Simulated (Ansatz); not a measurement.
`[CH3][Al]([CH3])[F]` + silanol → `[CH3][Al-]([CH3])([F])[OH+][SiH3]` at 700 K and 1 bar (adduct formation).

Isolated molecules relaxed with PBE0-D4/def2-TZVP in Ansatz; ΔE leaves out vibrations. CCSD(T)/CBS adds triple-zeta CCSD(T) − MP2 to the extrapolated MP2 energy (def2 sets, frozen cores). Each species was taken in one conformer, which may not be the lowest.

| species | CCSD(T)/CBS energy (Eh) | H − E (kJ/mol) | S (J/(mol·K)) |
| --- | --- | --- | --- |
| `[CH3][Al]([CH3])[F]` | -421.62460 | 266.7 | 471.4 |
| `O[SiH3]` | -366.69042 | 144.6 | 321.6 |
| `[CH3][Al-]([CH3])([F])[OH+][SiH3]` | -788.34964 | 423.8 | 624.1 |

H − E and S are ideal-gas, rigid-rotor, harmonic terms from PBE0-D4/def2-TZVP, for one conformer and one mirror image of each species. 1 Eh = 2625.50 kJ/mol, R = 8.31446 J/(mol·K).

Task: By hand: ΔE, ΔH, ΔS and ΔG.

Result: ΔE = (-788.34964) − (-421.62460) − (-366.69042) = -0.03462 Eh = -90.9 kJ/mol. Δ(H − E) = 423.8 − 266.7 − 144.6 = 12.5, so ΔH = -78.4 kJ/mol. ΔS = 624.1 − 471.4 − 321.6 = -168.9 J/(mol·K). ΔG = -78.4 − 700 × (-168.9)/1000 = 39.8 kJ/mol.

Task: By hand: the equilibrium constant, and the temperature at which ΔG would vanish if ΔH and ΔS stayed fixed.

Result: log₁₀ K = −ΔG/(RT ln 10) = -3.0. ΔG = 0 at ΔH/ΔS = 464 K.

The number of gas molecules changes by -1, which sets the sign of ΔS. A doubt of 5 kJ/mol in ΔE shifts log₁₀ K by 0.4 here. Other conformers and mirror images would add mixing entropy, several J/(mol·K) or more a flexible species. Modes under 60 cm⁻¹, often nearly free rotors, make the harmonic entropy too high. These are equilibria of isolated gas molecules and say nothing of rates. Largest T1 diagnostic: 0.011 (customary marks: 0.02 for closed shells, 0.045 for open ones).
